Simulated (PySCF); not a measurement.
## Distorted geometries of Lu(OH)3

Lu(OH)3 (singlet in the valence; each metal's 4f electrons, 14 of them, lie in its core potential, out of spins and levels). PySCF 2.14.0, RKS r2SCAN, Lu lcecp-1-SVP with ECP60, O def2-SVP, H def2-SVP; non-relativistic Hamiltonian with scalar-relativistic core potentials where named; density fitting; no spin-orbit coupling. Relaxed geometry:

```xyz
7

Lu    0.0000    0.0000    0.1388
O     2.0029    0.0000    0.1441
H     2.9596    0.0000    0.1487
O    -1.0015    1.7346    0.1441
H    -1.4798    2.5631    0.1487
O    -1.0015   -1.7346    0.1441
H    -1.4798   -2.5631    0.1487
```

Problem. Order these distorted geometries by energy above the relaxed one, lowest first.
A.
```xyz
7

Lu    0.0243   -0.1482    0.1767
O     2.0316   -0.0362    0.0637
H     2.8213    0.0763    0.1898
O    -1.1846    1.6614    0.4296
H    -1.4124    2.6497    0.1076
O    -0.7112   -1.4618    0.1188
H    -1.5689   -2.7413   -0.0691
```
B.
```xyz
7

Lu    0.3523    0.0548    0.0597
O     2.0317    0.1215    0.0027
H     2.8737   -0.0736    0.2279
O    -1.0983    1.8193    0.2867
H    -1.7415    2.4250    0.1572
O    -1.0721   -1.9091    0.0838
H    -1.3459   -2.4380    0.1992
```
C.
```xyz
7

Lu   -0.0118    0.0482    0.0270
O     1.8744    0.2012    0.1541
H     3.0284    0.0240    0.0268
O    -0.9424    1.6555    0.1434
H    -1.5575    2.4391    0.2616
O    -0.8961   -1.6152    0.2719
H    -1.4949   -2.7528    0.1324
```

Solution. C (3.11 eV), A (9.73 eV), B (12.86 eV).

Problem. Which forces (eV/Å) act in the one that lies 12.86 eV up?

Solution. 
```
Lu  -19.38  -0.93   0.56
O     9.56   1.08  -0.95
H     4.91  -0.69   0.77
O     5.60  -5.37   0.29
H    -3.17   3.11  -0.63
O    37.93  71.66 -15.02
H   -35.46 -68.86  14.98
```
Forces carry noise of the integration grid, about 0.01 to 0.03 eV/Å.

No frequency check is given that shows the relaxed geometry to be a minimum. An lcecp potential fixes the number of 4f electrons, so in runs with it no electron can move into or out of that shell.
